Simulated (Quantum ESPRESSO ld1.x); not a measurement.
Species: Ba III. Configuration: [Kr] 4d10 5s2 5p5 5f1 (not the ground configuration).

Method: Dirac Kohn-Sham, BLYP, spin-unpolarised, spherical densities, point nucleus; open shells are shared between the two j in proportion to 2j + 1; computed with ld1.x of Quantum ESPRESSO 7.5.

Energy parts (hartree):
| part | energy |
|---|---|
| total | -8138.43 |
| kinetic | 8688.91 |
| electron-nucleus | -19753.49 |
| Hartree | 3124.45 |
| exchange-correlation | -198.30 |

Orbitals (lengths in bohr, moments of r in powers of bohr; <r^-3> diverges for s and p1/2; r(90%) holds 90 % of the orbital's charge):
| orbital | occ. | eigenvalue (hartree) | <r^-3> | <1/r> | r(90%) | <r^2> | small-component weight |
|---|---|---|---|---|---|---|---|
| 1s1/2 | 2 | -1369.1172 | - | 60.71 | 0.0461 | 0.0008883 | 4.28e-02 |
| 2s1/2 | 2 | -216.9482 | - | 14.25 | 0.170 | 0.01415 | 9.24e-03 |
| 2p1/2 | 2 | -204.4119 | - | 14.24 | 0.151 | 0.01041 | 9.27e-03 |
| 2p3/2 | 4 | -190.3766 | 6297 | 12.99 | 0.159 | 0.01168 | 8.75e-03 |
| 3s1/2 | 2 | -46.3700 | - | 5.120 | 0.429 | 0.09734 | 2.79e-03 |
| 3p1/2 | 2 | -41.1089 | - | 5.033 | 0.423 | 0.09213 | 2.73e-03 |
| 3p3/2 | 4 | -38.3965 | 1247 | 4.724 | 0.440 | 0.09988 | 2.59e-03 |
| 3d3/2 | 4 | -29.1639 | 202.6 | 4.585 | 0.415 | 0.08261 | 2.47e-03 |
| 3d5/2 | 6 | -28.5856 | 185.6 | 4.506 | 0.420 | 0.08482 | 2.43e-03 |
| 4s1/2 | 2 | -9.6820 | - | 2.104 | 0.969 | 0.5124 | 8.42e-04 |
| 4p1/2 | 2 | -7.7698 | - | 1.999 | 1.02 | 0.5523 | 7.78e-04 |
| 4p3/2 | 4 | -7.2029 | 261.3 | 1.898 | 1.05 | 0.5962 | 7.32e-04 |
| 4d3/2 | 4 | -4.0795 | 34.48 | 1.672 | 1.20 | 0.7319 | 5.91e-04 |
| 4d5/2 | 6 | -3.9830 | 31.29 | 1.647 | 1.21 | 0.7501 | 5.79e-04 |
| 5s1/2 | 2 | -1.9234 | - | 0.8258 | 2.30 | 2.889 | 1.86e-04 |
| 5p1/2 | 1.66667 | -1.4083 | - | 0.7318 | 2.60 | 3.626 | 1.50e-04 |
| 5p3/2 | 3.33333 | -1.3240 | 38.80 | 0.6988 | 2.70 | 3.923 | 1.40e-04 |
| 5f5/2 | 0.428571 | -0.2203 | 0.1784 | 0.2245 | 8.59 | 38.84 | 2.13e-05 |
| 5f7/2 | 0.571429 | -0.2198 | 0.1778 | 0.2243 | 8.61 | 39.05 | 2.14e-05 |

The highest occupied level is 5f7/2 at -5.981 eV. The density falls to 0.001 e/bohr^3 at r = 4.07 bohr. Summed over all electrons, <r^2> = 77.52 bohr^2, which gives a Langevin (diamagnetic) susceptibility term of -61.4 x 10^-6 cm^3/mol.
